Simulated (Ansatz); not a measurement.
C₄H₉NO, singlet, geometry from GFN2-xTB; CCSD(T)/STO-3G in Ansatz (a quantum-chemistry and plane-wave program).

Here is a job for Ansatz.
Ansatz 0.2 input:
```yaml
crystal:
  periodic: [false, false, false]
  atoms:
    - {symbol: C, position_ang: [-1.67732196, -0.50074772, -0.65125544]}
    - {symbol: N, position_ang: [-0.57422778, -0.00792134, 0.14175086]}
    - {symbol: C, position_ang: [-0.86869143, 0.33280828, 1.51208061]}
    - {symbol: C, position_ang: [0.67424499, -0.00386145, -0.38905005]}
    - {symbol: C, position_ang: [1.78455202, 0.44966916, 0.53412904]}
    - {symbol: O, position_ang: [0.88585823, -0.33651426, -1.53961564]}
    - {symbol: H, position_ang: [-2.44944444, 0.26546260, -0.74932265]}
    - {symbol: H, position_ang: [-1.29193779, -0.75297076, -1.63723256]}
    - {symbol: H, position_ang: [-2.11223673, -1.39244003, -0.19336541]}
    - {symbol: H, position_ang: [-0.34513720, 1.23939610, 1.81400081]}
    - {symbol: H, position_ang: [-0.59346284, -0.47578459, 2.19769932]}
    - {symbol: H, position_ang: [-1.93881019, 0.51078421, 1.60496050]}
    - {symbol: H, position_ang: [2.72960926, 0.32720761, 0.01256754]}
    - {symbol: H, position_ang: [1.66052237, 1.49927813, 0.79283406]}
    - {symbol: H, position_ang: [1.79692460, -0.14057928, 1.44710246]}
basis:
  gaussian:
    orbitals: STO-3G
magnetization: {spin_polarized: false}
correlation: {method: ccsd_t}
```

The log (banner, timings and long lists left out):

```
Functional definition: HF
556 factors; integrals over basis functions are off by at most 3.0e-5 eV
mean field evaluation 1: about -7680.2199 eV, gradient 3.6e1 eV
mean field evaluation 2: about -7680.5973 eV, gradient 3.6e1 eV
mean field evaluation 4: about -7685.2060 eV, gradient 2.9e0 eV
mean field evaluation 8: about -7685.2723 eV, gradient 3.7e-2 eV
mean field evaluation 16: about -7684.8182 eV, gradient 2.9e0 eV
mean field -7685.26705235 eV, -282.4283549128 hartree, gradient 8.0e-7 eV, S^2 0.000000; 0 other end points of the search recorded, 0 dependent functions left out; unrestricted orbitals would lower it
6 core orbitals not correlated
reference -7685.26705235 eV, -282.4283549128 hartree; 18, 18 occupied and 15, 15 virtual orbitals, 556 factors
second order -8.51398022 eV of doubles, -0.00000000 eV of singles
cycle   1  -9.75111440 eV  change    -1.2e0 eV  update   1.1e-1
cycle   2  -10.36116099 eV  change   -6.1e-1 eV  update   3.5e-2
cycle   3  -10.52921927 eV  change   -1.7e-1 eV  update   1.5e-2
cycle   4  -10.54114723 eV  change   -1.2e-2 eV  update   3.3e-3
cycle   5  -10.54095318 eV  change    1.9e-4 eV  update   1.0e-3
cycle   6  -10.54014442 eV  change    8.1e-4 eV  update   3.0e-4
cycle   7  -10.54001830 eV  change    1.3e-4 eV  update   9.8e-5
cycle   8  -10.54000682 eV  change    1.1e-5 eV  update   4.4e-5
perturbative correction -0.21542646 eV, -0.0079167765 hartree
Total energy: -7696.02248563 eV, -282.8236097956 hartree
```
